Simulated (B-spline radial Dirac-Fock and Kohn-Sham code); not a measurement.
What relativity does to the binding energies of Ru⁷⁺

System: ruthenium as Ru⁷⁺, [Kr] 4d1.

Both columns are ΔSCF binding energies of the configuration average from a B-spline atomic structure program: non-relativistic Hartree-Fock with a point nucleus, and Dirac-Fock with a finite nucleus and the Coulomb interaction alone, averaged over the two j levels with weights 2j+1.

```tsv
shell	Hartree-Fock (eV)	Dirac-Fock (eV)	shift (eV)	shift (%)
1s	21710.4	22310.7	+600.33	+2.77
2s	3225.5	3368.3	+142.80	+4.43
2p	2979.9	3018.6	+38.64	+1.30
3s	690.1	718.0	+27.92	+4.05
3p	592.9	600.5	+7.57	+1.28
3d	414.5	409.7	-4.88	-1.18
4s	192.8	198.0	+5.21	+2.70
4p	158.4	159.5	+1.12	+0.71
4d	110.7	109.8	-0.91	-0.82
```

Relativity binds 1s, 2s, 2p, 3s, 3p, 4s, 4p more strongly, among those listed most of all 2s in relative terms, and 3d, 4d more weakly, because the contracted s and p shells screen the nucleus better.

Values without a named source are computed, but for edge energies of neutral atoms, which are taken from tables.
